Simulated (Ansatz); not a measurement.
Ansatz (a quantum-chemistry and plane-wave program) input (B2PLYP/def2-TZVPD):

Ansatz 0.2 input:
```yaml
crystal:
  periodic: [false, false, false]
  atoms:
    - {symbol: C, position_ang: [2.36522570, 0.06739991, -0.15174205]}
    - {symbol: O, position_ang: [1.11969533, -0.54335675, 0.04872703]}
    - {symbol: Al, position_ang: [-0.49421358, -0.03982683, 0.03728437]}
    - {symbol: N, position_ang: [-1.72788778, -1.26471726, 0.34923654]}
    - {symbol: N, position_ang: [-0.91918029, 1.65077921, -0.27668933]}
    - {symbol: H, position_ang: [2.96509270, 0.01715014, 0.76276574]}
    - {symbol: H, position_ang: [2.91520132, -0.44941869, -0.94461078]}
    - {symbol: H, position_ang: [2.27853465, 1.12306533, -0.43837023]}
    - {symbol: H, position_ang: [-2.72101879, -1.10441777, 0.37859090]}
    - {symbol: H, position_ang: [-1.52181472, -2.23435916, 0.52625360]}
    - {symbol: H, position_ang: [-0.25440881, 2.38737069, -0.44841489]}
    - {symbol: H, position_ang: [-1.85625021, 2.01837923, -0.30810573]}
basis:
  gaussian:
    orbitals: def2-TZVPD
hamiltonian:
  xc: {name: B2PLYP}
total_charge: 1
magnetization: {spin_polarized: true, initial_magnetization: 1}
correlation: {electrons: outside_noble_gas}
```

Output:

```
Functional definition: B2PLYP
integrals: 0.58 GiB planned
1763 factors; integrals over basis functions are off by at most 1.3e-3 eV
0.39 GiB of the device are held for the grids
1.46 GiB of device memory are held for the factors and their scratch space
mean field: 2.25 GiB planned
mean field evaluation 1: about -12741.1040 eV, gradient 6.5e1 eV
mean field evaluation 2: about -12741.1597 eV, gradient 6.5e1 eV
mean field evaluation 4: about -12755.9002 eV, gradient 1.3e1 eV
mean field evaluation 8: about -12756.5001 eV, gradient 9.2e-1 eV
mean field evaluation 16: about -12756.5072 eV, gradient 2.6e-2 eV
mean field evaluation 32: about -12756.5072 eV, gradient 3.5e-5 eV
mean field -12756.50724018 eV, -468.7929944053 hartree, gradient 6.0e-6 eV, S^2 0.794024; 2 other end points of the search recorded, 0 dependent functions left out
9 core orbitals not correlated
reference -12756.50742404 eV, -468.7930011621 hartree; 15, 14 occupied and 233, 234 virtual orbitals, 1763 factors
second order -28.84946682 eV of doubles, -0.00000000 eV of singles
Total energy: -12764.29678008 eV, -469.0792547168 hartree
```

This state (charge 1, doublet) is run at the relaxed geometry of the species with charge 0 and multiplicity 1.
